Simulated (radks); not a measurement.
The numbers below are computed, except where a source is named.
Excited configurations of the phosphorus ion P+: one electron is placed in a higher orbital outside [Ne] 3s2 3p1. The ground configuration is [Ne] 3s2 3p2. Level of theory: scalar-relativistic Kohn-Sham, r2SCAN, spin-polarised, spherical densities, finite nucleus; open shells are filled with parallel spins first; meta-GGA in the generalised Kohn-Sham scheme; Fermi nuclear charge, rms radius 3.1889 fm (a radial shooting solver on a logarithmic mesh with Libxc functionals). Excitation = E - E(ground); binding = E(ion) - E, where the ion is the core of charge +2; n* = 2/sqrt(2 binding) in atomic units, and the quantum defect is n - n*.

outer orbital,excitation (eV),binding (eV),n*,quantum defect,eigenvalue (eV),<r> (bohr)
3d,11.667,8.390,2.547,0.453,-5.367,3.318
4s,11.124,8.933,2.468,1.532,-7.216,4.724
4p,13.155,6.902,2.808,1.192,-5.468,5.655
4d,15.611,4.446,3.499,0.501,-3.338,7.926
5p,16.267,3.789,3.790,1.210,-3.051,10.62
6d,18.198,1.859,5.411,0.589,-1.489,21.22

The Delta-SCF ionisation energy is 20.057 eV (NIST Atomic Spectra Database: 19.769 eV, semi-empirical). Self-interaction in the functional shifts the binding energies and quantum defects, so they are the method's values and not measured ones. Open shells are spherical and high-spin; term and fine-structure splittings are not resolved.
